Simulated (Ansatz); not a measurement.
Relaxation of CH$_{4}$FNZn (8 atoms, charge 0, multiplicity 1), to a largest force component of 0.015 eV/Å in at most 40 steps.

Method: RKS PBE0-D4/def2-SVP (Ansatz).

```xyz
8
Properties=species:S:1:pos:R:3:forces:R:3
N -0.128 1.062 -0.177 1.91 3.37 -1.38
C 0.065 -0.144 0.516 1.02 1.01 3.58
Zn 0.812 -1.177 -0.999 6.29 432.90 100.30
F 0.802 -1.995 -1.190 -5.10 -435.29 -102.77
H 0.282 0.953 -1.183 -0.57 0.77 0.92
H 0.515 1.840 0.257 -1.71 -1.72 -1.35
H 0.873 0.014 1.298 -0.71 -0.64 -0.18
H -0.829 -0.493 0.984 -1.13 -0.40 0.89
```

Question: Where does it end, and by what steps?

Answer: The forces met the threshold. After 17 steps the energy has fallen by 93.022 eV; F4 moved furthest, 1.07 Å. The start is strongly strained (largest force component 435 eV/Å).

```tsv
step	energy less start (eV)	largest force component (eV/Å)	accepted
0	0.0000	435.291	yes
1	-79.8878	65.408	yes
2	-86.1054	33.171	yes
3	-90.3734	10.293	yes
4	-92.0195	3.142	yes
5	-92.6220	0.776	yes
6	-92.7283	1.301	yes
7	-92.6988	0.710	no
8	-92.8184	0.725	yes
9	-92.8794	0.167	yes
10	-92.9209	0.229	yes
11	-92.9580	0.672	yes
12	-93.0066	0.170	yes
13	-92.9885	0.671	no
14	-93.0188	0.091	yes
15	-93.0218	0.026	yes
16	-93.0210	0.123	no
17	-93.0220	0.007	yes
```

```xyz
8
Properties=species:S:1:pos:R:3
N -0.084 1.194 -0.277
C 0.263 -0.005 0.469
Zn 0.543 -1.523 -0.714
F 0.779 -2.890 -1.780
H 0.710 1.535 -0.813
H -0.337 1.952 0.357
H 1.118 0.094 1.172
H -0.600 -0.298 1.093
```

The run took 97 s on 1 thread of Intel(R) Xeon(R) Platinum 8259CL CPU @ 2.50GHz (Skylake/Cascade Lake), with other jobs on the host, peak memory 0.22 GiB.
